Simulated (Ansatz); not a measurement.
arsenic trifluoride anion (AsF₃), SMILES F[As](F)F (connectivity only; charge and spin as stated), charge -1, multiplicity 2.

The structure is a stationary point at TPSSh-D3(BJ)/def2-SVPD. The multiplicity is an assumed one; other spin states were not compared.

Two levels are set side by side: PBE/def2-SVPD (Ansatz, a first-principles code) and PBE0/def2-SVPD (Ansatz). Energy differences of separate SCF runs at the same geometry; the states with an electron removed or added have multiplicity 1. Differences are taken from unrounded values.

```json
[
 {"quantity": "vertical ionisation energy (eV)", "PBE0": "3.18"}
]
```

**Question.** What does PBE give, and how far is it from PBE0? (The exact figures need the calculation; the answer reports its results.)

**Answer.** 
```
quantity                          PBE  PBE minus PBE0
-------------------------------  ----  --------------
vertical ionisation energy (eV)  2.75           -0.43
```
